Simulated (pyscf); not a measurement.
**H₂N–Ge(F)(F)–F, singlet**

Gas-phase minimum from PySCF at ωB97X-D3(BJ)/def2-SVP, one conformer. 

```xyz
7

N     -0.6087     0.3339    -1.7484
Ge    -0.9577    -1.1201    -0.7855
F     -1.6803    -0.6929     0.7073
F      0.4869    -1.9891    -0.4824
F     -2.0351    -2.2636    -1.4837
H     -1.3640     0.9977    -1.8873
H     -0.0437     0.2177    -2.5838
```

Bonded distances (Å): N1–Ge2 1.778, N1–H6 1.015, N1–H7 1.015, Ge2–F3 1.713, Ge2–F4 1.713, Ge2–F5 1.719. Angles (°): Ge2–N1–H6 117.6, Ge2–N1–H7 117.5, H6–N1–H7 112.1, N1–Ge2–F3 110.5, N1–Ge2–F4 110.2, N1–Ge2–F5 116.5, F3–Ge2–F4 109.2, F3–Ge2–F5 104.8, F4–Ge2–F5 105.2.

Properties at ωB97X-D3(BJ)/def2-SVP:

| Quantity | Result |
|---|---|
| Harmonic wavenumbers, unscaled | 43, 188, 246, 251, 263, 281, 391, 722, 772, 784, 805, 875, 1540, 3614, 3720 cm⁻¹ |
| Zero-point energy | 20.7 kcal/mol |
| Rotational symmetry number | 1 |
| Entropy of this conformer at 298 K and 1 atm, rigid rotor and harmonic oscillator, modes under 100 cm⁻¹ raised to 100 | 342.2 J/(mol K) |
| Dipole moment | 3.48 D |

Single-point totals, which compare only within one level:

| level | total energy (hartree) |
|---|---|
| ωB97X-D3(BJ)/def2-TZVP | -2432.77687 |
| PBE/def2-TZVP | -2432.12823 |
| r²SCAN/def2-TZVP | -2432.63532 |
| B3LYP-D3(BJ)/def2-TZVP | -2432.84294 |
| PBE0-D3(BJ)/def2-TZVP | -2432.18508 |
| M06-2X/def2-TZVP | -2432.69018 |
| ωB97M-D3(BJ)/def2-TZVP | -2432.87647 |

The lowest mode is so soft that the shape along it may change with the basis. Soft torsions are taken as harmonic, which can shift the entropy by several J/(mol K). Elements up to Kr have no core potential and no relativistic terms here.
